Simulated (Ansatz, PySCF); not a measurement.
Reaction R1 → P1, each structure at its B3LYP-D3(BJ)/def2-TZVP stationary point, reached from a drawn start; harmonic modes at that level show minima.
R1, C4H4 (SMILES C#CC=C) (charge 0, multiplicity 1, Z-matrix in Å and degrees):
```
C
C 1 1.3340
H 2 1.0814 1 120.81
H 2 1.0819 3 117.66 1 -180.00
H 1 1.0857 2 119.68 3 0.00
C 1 1.4196 5 115.93 2 -180.00
C 6 1.2029 5 151.14 1 -180.00
H 7 1.0621 5 161.96 1 -180.00
```
P1, C4H4 (SMILES C=C1C=C1) (charge 0, multiplicity 1, Z-matrix in Å and degrees):
```
C
C 1 1.3255
H 2 1.0810 1 120.93
H 2 1.0810 3 118.13 1 -180.00
C 1 1.4360 2 152.78 3 0.03
C 5 1.3135 1 62.78 2 -180.00
H 5 1.0766 6 147.81 1 180.00
H 6 1.0766 5 147.81 7 -0.01
```

P less R. No zero-point or thermal terms.

Cores are frozen in the correlated methods.

Run with Ansatz (a quantum-chemistry and plane-wave program); PySCF for the D3/D4 terms. Each number belongs to the level named beside it.

Question: One of these levels gives 1.028 eV for the reaction energy. Name it.
A) B2PLYP-D4/def2-TZVPP
B) SVWN5/def2-TZVPP
C) PBE/def2-TZVPP

Answer: A, B2PLYP-D4/def2-TZVPP. The others give 0.618 (SVWN5/def2-TZVPP), 0.764 (PBE/def2-TZVPP)
